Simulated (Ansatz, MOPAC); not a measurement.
Species: GeF$_{3}$, net charge -1, singlet state. SMILES: [F][Ge-]([F])[F]

Atoms: Ge1, F2, F3, F4. Bonds: Ge1-F2, Ge1-F3, Ge1-F4.

Bond lengths (Å) and angles (degrees) optimised at PM6 with MOPAC; HF/3-21G with Ansatz (a first-principles code); PBE/6-31G* with LANL2DZ past Ar with Ansatz; MP2/6-31G* with LANL2DZ past Ar with Ansatz, each started from the B3LYP-D3(BJ)/def2-TZVP structure (Ansatz) of the last column. A row stands for all coordinates that are equal there. 6-31G* holds six Cartesian d functions. No wavenumbers were computed at PBE/6-31G* with LANL2DZ past Ar, MP2/6-31G* with LANL2DZ past Ar, so these may be saddle points.

```tsv
coordinate	PM6	HF/3-21G	PBE/6-31G* with LANL2DZ past Ar	MP2/6-31G* with LANL2DZ past Ar	B3LYP-D3(BJ)/def2-TZVP
Ge1-F2	1.811	1.739	1.828	1.795	1.836
F2-Ge1-F3	99.2	94.6	95.4	94.9	95.4
```

Mean signed difference of all 3 bond lengths from B3LYP-D3(BJ)/def2-TZVP: PM6 -0.025 Å, HF/3-21G -0.097 Å, PBE/6-31G* with LANL2DZ past Ar -0.008 Å, MP2/6-31G* with LANL2DZ past Ar -0.041 Å.
